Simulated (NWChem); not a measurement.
System: C$_{2}$H$_{4}$N$_{2}$Si; SMILES N#C/N=C\[SiH3]

Parts of the log:

```
             Northwest Computational Chemistry Package (NWChem) 7.3.0
             --------------------------------------------------------

 C1  symmetry detected

                             Geometry "geometry" -> ""
                             -------------------------

 Output coordinates in angstroms (scale by  1.889725989 to convert to a.u.)

  No.       Tag          Charge          X              Y              Z
 ---- ---------------- ---------- -------------- -------------- --------------
    1 N                    7.0000    -0.92879119    -2.27849809     0.00003146
    2 C                    6.0000    -0.01750390    -1.55344303    -0.00004134
    3 N                    7.0000     1.09930482    -0.82645062    -0.00003346
    4 C                    6.0000     1.06865265     0.45672686     0.00001626
    5 Si                  14.0000    -0.49572247     1.56296316    -0.00002607
    6 H                    1.0000     2.06285758     0.93412087     0.00016205
    7 H                    1.0000    -1.28611599     1.26262384     1.22779734
    8 H                    1.0000    -0.04461629     2.98264353    -0.00589531
    9 H                    1.0000    -1.29249862     1.25406553    -1.22153453

 Effective nuclear repulsion energy (a.u.)     184.3604365130

                                 NWChem DFT Module
                                 -----------------

 Summary of "ao basis" -> "ao basis" (spherical)
 ------------------------------------------------------------------------------
       Tag                 Description            Shells   Functions and Types
 ---------------- ------------------------------  ------  ---------------------
 N                           6-31g*                  6       14   3s2p1d
 C                           6-31g*                  6       14   3s2p1d
 Si                          6-31g*                  8       18   4s3p1d
 H                           6-31g*                  2        2   2s

            General Information
            -------------------
          SCF calculation type: DFT
          Wavefunction type:  closed shell.
          No. of atoms     :     9
          No. of electrons :    44
           Alpha electrons :    22
            Beta electrons :    22
          Charge           :     0
          Spin multiplicity:     1
          Use of symmetry is: off; symmetry adaption is: off
          Maximum number of iterations: 150
          AO basis - number of functions:    82
                     number of shells:    40
          Convergence on energy requested:  1.00D-06
          Convergence on density requested:  1.00D-05
          Convergence on gradient requested:  5.00D-04

              XC Information
              --------------
                       M06-2X Method XC Functional
                     Hartree-Fock (Exact) Exchange  0.540
                        M06-2X Exchange Functional  1.000
                      M06-2X Correlation Potential  1.000

             Grid Information
             ----------------
          Grid used for XC integration:  coarse
          Radial quadrature: Mura-Knowles
          Angular quadrature: Lebedev.
          Tag              B.-S. Rad. Rad. Pts. Rad. Cut. Ang. Pts.
          ---              ---------- --------- --------- ---------
          N                   0.65       35          12.0       302
          C                   0.70       35          11.0       302
          Si                  1.10       70           9.0       302
          H                   0.35       35          11.0       302
          Grid pruning is: on
          Number of quadrature shells:   350
          Spatial weights used:  Erf1

      Superposition of Atomic Density Guess
      -------------------------------------

 Sum of atomic energies:        -474.71822247

      Non-variational initial energy
      ------------------------------

 Total energy =    -476.921583
 1-e energy   =   -1017.275849
 2-e energy   =     355.993830
 HOMO         =      -0.281266
 LUMO         =      -0.068221

     ---------------------------------------------
      Total Density - Mulliken Population Analysis
     ---------------------------------------------

    Atom       Charge   Shell Charges
 -----------   ------   -------------------------------------------------------
    1 N    7     7.93   2.00  0.88  2.47  0.98  1.56  0.03
    2 C    6     5.16   2.00  0.72  1.58  0.32  0.47  0.07
    3 N    7     7.47   2.00  0.83  2.38  0.82  1.40  0.03
    4 C    6     5.87   2.00  0.73  1.64  0.61  0.85  0.04
    5 Si  14    13.63   2.00  2.00  5.97  0.99  1.72  0.30  0.54  0.11
    6 H    1     0.80   0.47  0.33
    7 H    1     1.04   0.46  0.58
    8 H    1     1.06   0.47  0.59
    9 H    1     1.04   0.46  0.58

   convergence    iter        energy       DeltaE   RMS-Dens  Diis-err
 ---------------- ----- ----------------- --------- --------- ---------
 d= 0,ls=0.0,diis     1   -477.2899438855 -6.62D+02  1.79D-02  8.48D-01
 d= 0,ls=0.0,diis     2   -477.1313569515  1.59D-01  1.16D-02  2.40D+00
 d= 0,ls=0.0,diis     3   -477.4172834623 -2.86D-01  1.76D-03  2.02D-02
 d= 0,ls=0.0,diis     4   -477.4185871219 -1.30D-03  7.94D-04  1.26D-02
 d= 0,ls=0.0,diis     5   -477.4196016572 -1.01D-03  2.97D-04  8.67D-04
  Resetting Diis
 d= 0,ls=0.0,diis     6   -477.4197073850 -1.06D-04  9.68D-05  2.48D-05
 d= 0,ls=0.0,diis     7   -477.4197121221 -4.74D-06  3.20D-05  2.38D-06
 d= 0,ls=0.0,diis     8   -477.4197120811  4.10D-08  1.54D-05  3.23D-06
 d= 0,ls=0.0,diis     9   -477.4197125129 -4.32D-07  2.89D-06  1.59D-07

         Total DFT energy =     -477.419712512929
      One electron energy =    -1019.680963081941
           Coulomb energy =      404.772028620530
    Exchange-Corr. energy =      -46.871214564536
 Nuclear repulsion energy =      184.360436513017

 Numeric. integr. density =       43.999894261086

                       DFT Final Molecular Orbital Analysis
                       ------------------------------------

 Vector   20  Occ=2.000000D+00  E=-4.184238D-01
              MO Center= -1.3D-01, -8.9D-01,  2.3D-04, r^2= 3.7D+00
   Bfn.  Coefficient  Atom+Function         Bfn.  Coefficient  Atom+Function
  ----- ------------  ---------------      ----- ------------  ---------------
    18     -0.334802  2 C  py                 3      0.316930  1 N  px
    45     -0.253251  4 C  px                 7      0.184700  1 N  px
     4     -0.182206  1 N  py                48      0.151761  4 C  s
    64     -0.151762  5 Si py                76     -0.133733  6 H  s
    21      0.131972  2 C  px                63      0.131745  5 Si px

 Vector   21  Occ=2.000000D+00  E=-3.717682D-01
              MO Center= -3.9D-02, -1.2D+00,  4.0D-04, r^2= 3.1D+00
   Bfn.  Coefficient  Atom+Function         Bfn.  Coefficient  Atom+Function
  ----- ------------  ---------------      ----- ------------  ---------------
     5      0.389534  1 N  pz                19      0.282340  2 C  pz
    47     -0.271711  4 C  pz                33     -0.253446  3 N  pz
     9      0.241933  1 N  pz                51     -0.194577  4 C  pz
    37     -0.189258  3 N  pz                23      0.173286  2 C  pz
    78      0.088779  7 H  s                 82     -0.088524  9 H  s

 Vector   22  Occ=2.000000D+00  E=-3.374096D-01
              MO Center=  4.9D-01, -8.2D-01,  2.6D-05, r^2= 3.4D+00
   Bfn.  Coefficient  Atom+Function         Bfn.  Coefficient  Atom+Function
  ----- ------------  ---------------      ----- ------------  ---------------
    31      0.355934  3 N  px                 4      0.268839  1 N  py
    35      0.269343  3 N  px                34      0.235952  3 N  s
    32     -0.215614  3 N  py                63      0.201684  5 Si px
     8      0.184611  1 N  py                45     -0.174638  4 C  px
    17     -0.173313  2 C  px                36     -0.171739  3 N  py

 Vector   23  Occ=0.000000D+00  E=-5.713963D-02
              MO Center=  5.7D-01, -1.3D-01,  3.8D-05, r^2= 3.3D+00
   Bfn.  Coefficient  Atom+Function         Bfn.  Coefficient  Atom+Function
  ----- ------------  ---------------      ----- ------------  ---------------
    51      0.468145  4 C  pz                47      0.393878  4 C  pz
    37     -0.381101  3 N  pz                33     -0.328328  3 N  pz
    69      0.279085  5 Si pz                78     -0.280016  7 H  s
    82      0.279079  9 H  s                  5      0.238922  1 N  pz
     9      0.238781  1 N  pz                23     -0.117175  2 C  pz

[...]

                         DFT ENERGY GRADIENTS

    atom               coordinates                        gradient
                 x          y          z           x          y          z
   1 N      -1.755161  -4.305737   0.000059   -0.005096  -0.005194  -0.000002
   2 C      -0.033078  -2.935582  -0.000078    0.015845   0.007930   0.000004
   3 N       2.077385  -1.561765  -0.000063   -0.014135  -0.006402  -0.000004
   4 C       2.019461   0.863089   0.000031   -0.002379  -0.001741   0.000002
   5 Si     -0.936780   2.953572  -0.000049    0.004514  -0.000865  -0.000028
   6 H       3.898236   1.765232   0.000306    0.005413   0.003906   0.000002
   7 H      -2.430407   2.386013   2.320201   -0.002468  -0.000689   0.003305
   8 H      -0.084313   5.636379  -0.011141    0.000791   0.003769  -0.000003
   9 H      -2.442468   2.369840  -2.308366   -0.002485  -0.000715  -0.003277
```

Level: M06-2X/6-31G* (spherical d). Geometry: optimised at PBE0/def2-SVP.

Q: Write an input that gives this output.

A: One answer among several that fit: the input that was run:
```
start job
memory heap 200 mb stack 900 mb global 1100 mb
geometry units angstroms noautoz
  N     -0.950558    -2.263485     0.000175
  C     -0.029733    -1.550582     0.000060
  N      1.096621    -0.838468     0.000108
  C      1.082993     0.445003    -0.000584
  Si    -0.466570     1.571893    -0.001890
  H      2.083443     0.909167    -0.000306
  H     -1.261367     1.282769     1.225783
  H      0.003331     2.985461    -0.008383
  H     -1.266887     1.272891    -1.223546
end
basis spherical
  N library 6-31g*
  C library 6-31g*
  Si library 6-31g*
  H library 6-31g*
end
dft
  xc m06-2x
  grid coarse
  iterations 150
  mulliken
end
task dft gradient
```
